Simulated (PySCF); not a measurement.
A structure optimised at PBE-D3(BJ)/def2-SVP, used in a PySCF frequency run:

```
Ta
O 1 1.7389
F 1 1.9042 2 108.00
O 1 1.9157 2 107.59 3 120.94
H 4 0.9725 1 130.46 2 -0.95
O 1 1.9157 2 107.59 3 -120.94
H 6 0.9725 1 130.46 2 0.95
```

Task: Write its SMILES, formula and point group.

Result: [O]=[Ta]([OH])([OH])[F], FH₂O₃Ta, Cs

Task: What are its rotational constants (standard atomic weights)?

Result: 3.2729, 3.1613, 2.7553 GHz
